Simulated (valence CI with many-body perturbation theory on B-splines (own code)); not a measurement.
**Forbidden lines of Eu LIX**

Computed by configuration interaction combined with many-body perturbation theory (CI+MBPT): three valence electrons over a frozen Dirac-Fock core [He], a basis of 11 s, 11 p, 10 d, 8 f, 5 g, 2 h functions for each j, with the one-electron correlation potential Σ1 (screened to all orders), the two-electron term Σ2, the three-electron term Σ3, Breit, model QED; selected single and double excitations, second order for the rest, scaled by the run's own slope (own B-spline code, finite nucleus).

The last digits are not significant, and no measured levels were compared; by estimate large intervals hold to a few tenths of a per cent, small ones and those within an open d or f shell to about a per cent.

Lines 1 to 39 of 39 in falling wavelength, among levels below 780.75 Ry, chosen from the decays that carry over 1 % of a level's rate. Wavelengths and rates use the calculated energies. Electric multipoles are in the length gauge, E1 and E2 with the static RPA response of the core. Weak lines are less certain than strong ones. Lines between different terms over intervals too small for the method are left out, as are lines whose strength nearly cancels. The highest levels of a list are the least certain.

Levels are named by their leading jj configuration (3d3/2^4 stands for four electrons in 3d with j = 3/2), which in mixed levels can hold well under half, so a name can repeat and another be missing. Letters in brackets count levels of one name in rising energy.

| λ vac (nm) | Upper | Lower | Type | A (s⁻¹) | Branch % |
| --- | --- | --- | --- | --- | --- |
| 1.920 | (2s 2p1/2 2p3/2) J=3/2 [a] | (2s 2p1/2^2) J=1/2 | M1 | 1.67e+09 | 8.6 |
| 1.848 | (2s 2p3/2 3d5/2) J=9/2 | (2s 2p1/2 3d5/2) J=7/2 | M1 | 1.59e+09 | 3.3 |
| 1.751 | (2s^2 2p3/2) J=3/2 | (2s^2 2p1/2) J=1/2 | M1 | 1.62e+09 | 25.2 |
| 0.1851 | (2s^2 3p1/2) J=1/2 | (2s^2 2p3/2) J=3/2 | E2 | 1.15e+12 | 21.5 |
| 0.1828 | (2s 2p3/2 3p3/2) J=7/2 | (2s 2p3/2^2) J=3/2 | E2 | 3.26e+10 | 2.2 |
| 0.1804 | (2s 2p3/2 3p3/2) J=7/2 | (2s 2p3/2^2) J=5/2 | E2 | 3.81e+11 | 25.5 |
| 0.1801 | (2s 2p3/2 3p3/2) J=1/2 [b] | (2s 2p3/2^2) J=3/2 | E2 | 6.63e+11 | 8.3 |
| 0.1799 | (2s 2p1/2 3p3/2) J=5/2 | (2s 2p1/2 2p3/2) J=5/2 | E2 | 3.12e+11 | 1.4 |
| 0.1795 | (2s^2 3p3/2) J=3/2 | (2s^2 2p3/2) J=3/2 | E2 | 5.67e+11 | 5.8 |
| 0.1778 | (2s 2p3/2 3p3/2) J=1/2 [b] | (2s 2p3/2^2) J=5/2 | E2 | 2.28e+11 | 2.8 |
| 0.1777 | (2s 2p3/2 3d5/2) J=9/2 | (2s 2p3/2^2) J=5/2 | M2 | 2.26e+10 | 46.5 |
| 0.1777 | (2s 2p3/2 3d5/2) J=9/2 | (2s 2p3/2^2) J=5/2 | E3 | 1.31e+09 | 2.7 |
| 0.1639 | (2s 2p3/2 3p3/2) J=7/2 | (2s 2p1/2 2p3/2) J=5/2 | E2 | 2.98e+11 | 20.0 |
| 0.1637 | (2s 2p1/2 3p3/2) J=5/2 | (2s 2p1/2^2) J=1/2 | E2 | 6.28e+11 | 2.9 |
| 0.1631 | (2s 2p3/2 3p3/2) J=7/2 | (2s 2p1/2 2p3/2) J=3/2 [a] | E2 | 4.64e+11 | 31.1 |
| 0.1631 | (2s 2p3/2 3p3/2) J=1/2 [b] | (2s 2p1/2 2p3/2) J=3/2 [b] | E2 | 6.58e+11 | 8.2 |
| 0.1628 | (2s^2 3p3/2) J=3/2 | (2s^2 2p1/2) J=1/2 | E2 | 6.84e+11 | 7.0 |
| 0.1617 | (2s 2p3/2 3d5/2) J=9/2 | (2s 2p1/2 2p3/2) J=5/2 | M2 | 7.06e+09 | 14.5 |
| 0.1617 | (2s 2p3/2 3d5/2) J=9/2 | (2s 2p1/2 2p3/2) J=5/2 | E3 | 1.18e+09 | 2.4 |
| 0.1610 | (2s 2p3/2 3d5/2) J=9/2 | (2s 2p1/2 2p3/2) J=3/2 [a] | E3 | 2.28e+09 | 4.7 |
| 0.1594 | (2p1/2 2p3/2 3d3/2) J=5/2 [a] | (2s 2p1/2 2p3/2) J=1/2 | E2 | 1.05e+12 | 1.1 |
| 0.1592 | (2p1/2 2p3/2 3d3/2) J=7/2 | (2s 2p1/2 2p3/2) J=3/2 [b] | E2 | 1.34e+12 | 11.3 |
| 0.1583 | (2p3/2^2 3d5/2) J=7/2 | (2s 2p3/2^2) J=3/2 | E2 | 1.36e+12 | 18.4 |
| 0.1582 | (2p1/2^2 3d3/2) J=3/2 | (2s 2p1/2^2) J=1/2 | E2 | 3.30e+12 | 2.2 |
| 0.1579 | (2p1/2 2p3/2 3d3/2) J=7/2 | (2s 2p1/2 2p3/2) J=5/2 | E2 | 1.61e+12 | 13.6 |
| 0.1575 | (2p1/2 2p3/2 3d3/2) J=5/2 [a] | (2s 2p1/2 2p3/2) J=3/2 [a] | E2 | 1.56e+12 | 1.6 |
| 0.1574 | (2p1/2 2p3/2 3d3/2) J=1/2 [a] | (2s 2p1/2 2p3/2) J=3/2 [a] | E2 | 3.02e+12 | 2.2 |
| 0.1572 | (2p1/2 2p3/2 3d3/2) J=7/2 | (2s 2p1/2 2p3/2) J=3/2 [a] | E2 | 3.70e+11 | 3.1 |
| 0.1568 | (2p1/2 2p3/2 3d5/2) J=9/2 | (2s 2p1/2 2p3/2) J=5/2 | E2 | 3.46e+12 | 69.8 |
| 0.1565 | (2p3/2^2 3d5/2) J=7/2 | (2s 2p3/2^2) J=5/2 | E2 | 2.05e+12 | 27.9 |
| 0.1565 | (2p3/2^2 3d5/2) J=9/2 | (2s 2p3/2^2) J=5/2 | E2 | 3.50e+12 | 52.1 |
| 0.1564 | (2p1/2 2p3/2 3d5/2) J=7/2 [a] | (2s 2p1/2 2p3/2) J=3/2 [a] | E2 | 3.05e+12 | 10.2 |
| 0.1336 | (2p1/2^2 4f7/2) J=7/2 | (2p1/2^2 2p3/2) J=3/2 | E2 | 2.52e+12 | 1.5 |
| 0.1335 | (2s 2p1/2 4f7/2) J=5/2 | (2s 2p1/2 2p3/2) J=1/2 | E2 | 1.75e+12 | 1.0 |
| 0.1327 | (2s 2p1/2 4f7/2) J=9/2 | (2s 2p1/2 2p3/2) J=5/2 | E2 | 2.48e+12 | 1.4 |
| 0.1326 | (2s 2p1/2 4f7/2) J=7/2 [a] | (2s 2p1/2 2p3/2) J=3/2 [a] | E2 | 1.84e+12 | 1.1 |
| 0.1324 | (2s^2 4f7/2) J=7/2 | (2s^2 2p3/2) J=3/2 | E2 | 2.51e+12 | 1.5 |
| 0.1238 | (2s 2p1/2 4f5/2) J=3/2 | (2s 2p1/2^2) J=1/2 | E2 | 2.50e+12 | 1.4 |
| 0.1232 | (2s^2 4f5/2) J=5/2 | (2s^2 2p1/2) J=1/2 | E2 | 1.93e+12 | 1.1 |
